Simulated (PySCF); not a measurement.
Species: `CBn1cccc1`. The columns A, B, C and D hold Mulliken, IAO, Hirshfeld and ESP-fitted charges (e) of one PBE0/pcSseg-1 density (PySCF), in a shuffled order. Coordinates in Å (PBE0-D3(BJ)/def2-SVP); the density's dipole moment is (0.44, 0.37, 0.19) D.

```tsv
atom	x	y	z	A	B	C	D
C1	2.385	0.531	0.167	-0.629	-0.576	-0.566	-0.192
B2	1.322	-0.537	-0.258	+0.419	+0.200	+0.374	+0.182
N3	-0.084	-0.293	-0.131	+0.119	-0.140	-0.568	-0.067
C4	-1.084	-1.202	-0.456	-0.371	-0.089	+0.147	-0.023
C5	-2.301	-0.644	-0.188	-0.092	-0.204	-0.163	-0.087
C6	-2.056	0.673	0.327	-0.265	-0.196	-0.158	-0.083
C7	-0.702	0.855	0.349	-0.215	-0.102	+0.123	-0.026
H8	3.408	0.256	-0.122	+0.152	+0.156	+0.141	+0.044
H9	2.370	0.644	1.266	+0.151	+0.165	+0.139	+0.050
H10	2.162	1.529	-0.246	+0.146	+0.155	+0.133	+0.045
H11	1.618	-1.626	-0.695	-0.143	+0.001	-0.004	-0.061
H12	-0.820	-2.179	-0.855	+0.209	+0.161	+0.114	+0.057
H13	-3.270	-1.114	-0.340	+0.155	+0.157	+0.091	+0.052
H14	-2.804	1.398	0.643	+0.188	+0.157	+0.091	+0.052
H15	-0.113	1.711	0.668	+0.176	+0.156	+0.106	+0.056
```

Which column most likely holds the ESP-fitted charges?

A. Σ q r misses the density's dipole by 0.01 D (A), 0.30 D (D), 0.44 D (B), 0.98 D (C). Charges fitted to the outside potential are the only set here that is tied to the molecule's multipoles.

And the Hirshfeld charges?

D. The mean sizes are 0.072 e (D), 0.174 e (B), 0.195 e (C), 0.229 e (A), and Hirshfeld charges are commonly the smallest of these schemes.

As computed, A = ESP-fitted, B = IAO, C = Mulliken, D = Hirshfeld. Hydrogens on carbon: ESP-fitted +0.15 to +0.21, IAO +0.16 to +0.16, Mulliken +0.09 to +0.14, Hirshfeld +0.04 to +0.06 e.

The ESP scheme fits charges at the nuclei, held to the total charge, to the electrostatic potential on points at 1.4 to 2.0 times the van der Waals radii. The Hirshfeld scheme divides the density at each point in proportion to the densities of the neutral, spherically averaged free atoms.

Geometry: PBE0-D3(BJ)/def2-SVP, one conformer, isolated molecule.

The run behind these numbers computed NMR shieldings as well. Hardware: one thread, Arm Neoverse N1 (aarch64), no GPU (shared host). Cost: 32 s, 0.94 GiB resident at most.

The values belong to the conformer `[CH3:1][BH:2][n:3]1[cH:4][cH:5][cH:6][cH:7]1`: C1–B2–N3–C4 -178°.
